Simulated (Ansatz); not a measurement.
Calculated with Ansatz (gas phase, PBE0-D4/def2-TZVP geometries, no zero-point term in ΔE). CCSD(T)/CBS is the MP2 limit (def2-TZVPP, def2-QZVPP) plus CCSD(T) − MP2 in def2-TZVPP, frozen cores. Functionals use def2-TZVPP. B3LYP here is the variant with VWN-RPA as its local correlation; programs differ in this. Each species was taken in one conformer, which may not be the lowest.

`BN(CC)[SiH2]Cl` + `N[SiH2]CO` → `BN[SiH2]CO` + `CCN[SiH2]Cl`  (ligand exchange at a B–N bond)

`BN(CC)[SiH2]Cl`:

Cartesian coordinates in Å:
```
B 0.526 -0.522 1.736
N 0.021 0.128 0.604
C -0.802 -0.588 -0.380
C 0.026 -1.183 -1.501
Si 0.319 1.814 0.329
Cl -1.418 2.889 0.582
H 0.274 -1.681 1.905
H 1.200 0.092 2.512
H -1.555 0.097 -0.787
H -1.348 -1.375 0.145
H 0.746 -1.901 -1.102
H 0.580 -0.410 -2.038
H -0.615 -1.701 -2.218
H 0.723 2.040 -1.078
H 1.322 2.301 1.292
```

`N[SiH2]CO`:

```xyz
11

N    -1.138    1.009    0.367
Si   -0.223   -0.409    0.760
C     1.122   -0.494   -0.556
O     0.567   -0.213   -1.831
H    -2.139    0.988    0.484
H    -0.780    1.920    0.608
H    -1.174   -1.546    0.649
H     0.386   -0.403    2.123
H     1.941    0.203   -0.316
H     1.570   -1.491   -0.595
H    -0.134    0.437   -1.694
```

`BN[SiH2]CO`:

Z-matrix (Å, degrees):
```
Si
N 1 1.749
C 1 1.886 2 112.1
H 1 1.489 2 109.8 3 -119.0
H 1 1.486 2 107.8 3 121.9
B 2 1.398 1 124.8 3 70.9
H 2 1.010 1 117.4 3 -107.7
O 3 1.423 1 111.0 2 -172.6
H 3 1.093 1 110.2 2 69.8
H 3 1.099 1 110.8 2 -47.7
H 6 1.201 2 118.4 1 1.7
H 6 1.197 2 120.4 1 -178.4
H 8 0.961 3 108.4 1 61.7
```

`CCN[SiH2]Cl`:

Cartesian coordinates in Å:
```
C -0.905 -0.873 -1.232
C -0.598 0.503 -0.668
N 0.716 0.609 -0.057
Si 1.020 0.430 1.602
Cl 0.818 -1.502 2.337
H -0.181 -1.148 -2.004
H -1.899 -0.894 -1.685
H -0.864 -1.632 -0.448
H -1.341 0.767 0.091
H -0.691 1.258 -1.457
H 1.474 0.431 -0.699
H 2.422 0.824 1.861
H 0.028 1.226 2.358
```

CCSD(T)/CBS gives +3.6 kJ/mol.

(1) Another level gave -0.9 kJ/mol. Which?
A. MP2/def2-TZVPP
B. HF/def2-TZVPP
C. PBE/def2-TZVPP
D. B3LYP/def2-TZVPP

Largest T1 diagnostic among the species: 0.012.

## Answers

(1) C. PBE -0.9, MP2/def2-TZVPP 6.5, HF/def2-TZVPP -11.0, B3LYP -5.1 kJ/mol.

The D4 term adds +5.5 kJ/mol with B3LYP and +2.8 kJ/mol with PBE0; it sums over pairs of atoms, weighted by their polarisabilities, and B3LYP, whose exchange is more repulsive, gets the larger term. In def2-TZVPP, CCSD(T) changes the Hartree–Fock value by +15.1 kJ/mol (the triples alone add +2.4 kJ/mol) and MP2 by +17.5 kJ/mol.
